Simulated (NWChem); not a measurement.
Program: NWChem. System: CH4N, charge 0, spin multiplicity 2, at a geometry optimised with UPBE/def2-SVP. The structure started from a generated list of species. Its SCF solution wasn't tested for a lower state. Level: UPBE/def2-TZVP.

The NWChem input:

```
start mol
memory heap 200 mb stack 900 mb global 1100 mb
geometry units angstroms nocenter noautoz
  C      0.162951     0.715282     0.000000
  N     -0.169100    -0.642130     0.000000
  H     -0.006735     1.259264    -0.942147
  H     -0.006735     1.259264     0.942147
  H      0.109734    -1.157656     0.840184
  H      0.109734    -1.157656    -0.840184
  symmetry group Cs
end
basis spherical
  * library def2-tzvp
end
dft
  xc xpbe96 cpbe96
  odft
  mult 2
  semidirect memsize 60000000 filesize 0
  iterations 100
end
task dft energy
```

Part of the output:

```
             Northwest Computational Chemistry Package (NWChem) 7.3.0
             --------------------------------------------------------

                                NWChem Input Module
                                -------------------

 Scaling coordinates for geometry "geometry" by  1.889725989
 (inverse scale =  0.529177249)

 Turning off AUTOSYM since
 SYMMETRY directive was detected!

                             Geometry "geometry" -> ""
                             -------------------------

 Output coordinates in angstroms (scale by  1.889725989 to convert to a.u.)

  No.       Tag          Charge          X              Y              Z
 ---- ---------------- ---------- -------------- -------------- --------------
    1 C                    6.0000     0.16295100     0.71528200     0.00000000
    2 N                    7.0000    -0.16910000    -0.64213000     0.00000000
    3 H                    1.0000    -0.00673500     1.25926400    -0.94214700
    4 H                    1.0000    -0.00673500     1.25926400     0.94214700
    5 H                    1.0000     0.10973400    -1.15765600     0.84018400
    6 H                    1.0000     0.10973400    -1.15765600    -0.84018400

 Effective nuclear repulsion energy (a.u.)      36.8620342760

            Nuclear Dipole moment (a.u.)
            ----------------------------
        X                 Y               Z
 ---------------- ---------------- ----------------
     0.0000075589    -0.0000037795     0.0000000000

      Symmetry information
      --------------------

 Group name             Cs
 Group number              2
 Group order               2
 No. of unique centers     4

      Symmetry unique atoms

     1    2    3    5


 Summary of "ao basis" -> "" (spherical)
 ------------------------------------------------------------------------------
       Tag                 Description            Shells   Functions and Types
 ---------------- ------------------------------  ------  ---------------------
 *                         def2-tzvp                  on all atoms

  pbe96 is a nonlocal functional; adding pw91lda local functional.
[...]
    65     -0.827138  3 H  s                 71      0.827138  4 H  s
    45     -0.770719  2 N  pz                14     -0.436592  1 C  pz
    39     -0.232466  2 N  pz                 8     -0.135137  1 C  pz
    42     -0.101712  2 N  pz                64      0.087333  3 H  s

   alpha - beta orbital overlaps
   -----------------------------

   alpha      1      2      3      4      5      6      7      8      9     10
    beta      1      2      3      4      5      6      7      8      9     10
 overlap   1.000  1.000  1.000  0.999  1.000  0.999  1.000  0.994  0.992  1.000

   alpha     11     12     13     14     15     16     17     18     19     20
    beta     11     12     13     14     15     16     17     18     19     20
 overlap   1.000  0.999  1.000  0.994  0.939  0.965  0.998  0.965  0.997  0.978

   alpha     21     22     23     24     25     26     27     28     29     30
    beta     21     22     23     24     25     26     27     28     29     30
 overlap   0.978  0.996  0.996  0.999  0.996  0.999  0.999  0.999  0.994  0.999

   alpha     31     32     33     34     35     36     37     38     39     40
    beta     31     32     33     34     35     36     37     38     39     40
 overlap   0.995  1.000  0.996  1.000  0.958  0.951  0.993  0.988  0.999  0.996

   alpha     41     42     43     44     45     46     47     48     49     50
    beta     41     42     43     44     45     46     47     48     49     50
 overlap   0.999  0.995  0.997  1.000  1.000  0.998  0.999  0.993  0.992  0.999

   alpha     51     52     53     54     55     56     57     58     59     60
    beta     51     52     53     54     55     56     58     57     59     60
 overlap   0.998  1.000  0.999  0.999  1.000  0.991  0.989  0.999  0.985  0.984

   alpha     61     62     63     64     65     66     67     68     69     70
    beta     61     62     63     64     65     66     67     68     69     70
 overlap   0.988  0.989  0.996  0.999  0.997  0.998  1.000  0.996  0.999  1.000

   alpha     71     72     73     74     75     76     77     78     79     80
    beta     71     72     73     74     75     77     76     79     78     81
 overlap   1.000  1.000  1.000  1.000  1.000  1.000  1.000  1.000  1.000  0.999

   alpha     81     82     83     84     85     86
    beta     80     82     83     84     85     86
 overlap   1.000  0.999  1.000  1.000  1.000  1.000

     --------------------------
     Expectation value of S2:
     --------------------------
      <S2> =      0.7528 (Exact =     0.7500)

 center of mass
 --------------
 x =  -0.01289188 y =  -0.01281034 z =   0.00000000

 moments of inertia (a.u.)
 ------------------
          75.069896809596          -9.444188047182           0.000000000000
          -9.444188047182          14.120188011851           0.000000000000
           0.000000000000           0.000000000000          66.249286950612

     Multipole analysis of the density
     ---------------------------------

     L   x y z        total         alpha         beta         nuclear
     -   - - -        -----         -----         ----         -------
     0   0 0 0      0.000000     -9.000000     -8.000000     17.000000

     1   1 0 0      0.117538     -0.148712      0.266243      0.000008
     1   0 1 0     -0.487861     -0.657670      0.169813     -0.000004
     1   0 0 1     -0.000000     -0.000000     -0.000000      0.000000

     2   2 0 0    -12.483824     -8.271902     -5.581981      1.370059
     2   1 1 0     -1.052536     -3.169308     -2.127060      4.243832
     2   1 0 1      0.000000      0.000000      0.000000      0.000000
     2   0 2 0     -8.957319    -27.188308    -23.935828     42.166817
     2   0 1 1      0.000000      0.000000     -0.000000      0.000000
     2   0 0 2     -8.429584    -10.243694     -9.567231     11.381340

 Task  times  cpu:        2.0s     wall:        2.0s

 Total times  cpu:        2.0s     wall:        2.0s
```
